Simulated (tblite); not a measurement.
Species: C₂H₁₀OSi₃.
Z-matrix (Å and degrees, GFN2-xTB geometry), rows numbered from 1:
```
Si
C   1  1.8787
C   2  1.3371  1  120.22
Si  3  1.8920  2  124.15  1  -179.44
O   3  1.3620  2  116.29  1    -0.85
Si  5  1.6162  3  135.56  2   166.92
H   1  1.4648  2  110.36  3    60.47
H   1  1.4674  2  107.54  3   179.91
H   1  1.4656  2  110.20  3   -60.82
H   2  1.0788  1  121.55  3   179.90
H   4  1.4649  3  109.54  2  -126.73
H   4  1.4617  3  107.07  2    -6.81
H   4  1.4653  3  109.43  2   113.24
H   6  1.4660  5  111.41  3    56.02
H   6  1.4548  5   99.55  3   175.58
H   6  1.4652  5  110.63  3   -64.98
```

Computed values, GFN2-xTB/tblite, gas phase, harmonic and unscaled. Against measured fundamentals such values can be off by several per cent, at times by over 20. Modes of hydrogen on silicon can be 10 to 20 % off. One conformer, not necessarily the lowest.

Harmonic wavenumbers (cm⁻¹): 39.3, 82.1, 89.5, 96.3, 122.8, 131.2, 139.7, 256.2, 381.4, 398.1, 514.8, 542.4, 551.6, 581.6, 600.1, 615.6, 653.5, 749.9, 769.2, 771.0, 773.3, 776.9, 784.9, 792.4, 793.3, 799.8, 812.5, 836.5, 922.1, 1144.4, 1257.8, 1599.3, 2218.2, 2229.6, 2240.2, 2244.3, 2249.2, 2251.6, 2257.6, 2282.2, 2337.0, 3079.0.

A = 2080, B = 1249, C = 802.6 MHz; mass 134.004 u (most abundant isotopes); point group C1, symmetry number 1.

Q: Zero-point energy?

A: ½Σν̃ = 21384 cm⁻¹ = 61.14 kcal/mol.

Q: Entropy at 273.15 K, 1 bar (ideal gas, RRHO, classical rotation)?

A: Translation 40.18, rotation 29.16, vibration 32.00: S = 101.3 cal/(mol K).

Q: And Cp and H(273.15 K) − H(0)?

A: Cp = 39.66 cal/(mol K), of which vibrations give 31.71 (their classical limit is 42 R = 83.5); H(273.15 K) − H(0) = 6.67 kcal/mol without the zero-point energy, 4.49 from vibrations.

Q: Which modes carry the vibrational entropy at 273.15 K?

A: 39.3 cm⁻¹: 5.12; 82.1 cm⁻¹: 3.67; 89.5 cm⁻¹: 3.50; 96.3 cm⁻¹: 3.36; 122.8 cm⁻¹: 2.89; 131.2 cm⁻¹: 2.76 cal/(mol K); the other 36 give 10.71 together.

Q: Blend soft modes into free rotors: weight 1/[1 + (100 cm⁻¹/ν̃)⁴] for the oscillator and the rest for a rotor with moment μB/(μ + B), μ = h/(8π²ν), B = 10⁻⁴⁴ kg m². What vibrational entropy results?

A: 29.26 cal/(mol K) in place of 32.00, which changes −T·S at 273.15 K by +0.75 kcal/mol.

Hindered rotation and anharmonicity are outside this model. Other conformers, if any are populated, would add a mixing term that is left out. The structure is chiral; the term R ln 2 for an equal mix with its mirror image is left out.

The run took 1.0 s of wall time on one thread of an Arm Neoverse N1, no GPU (shared host). This covers the Hessian and the dipole derivatives.
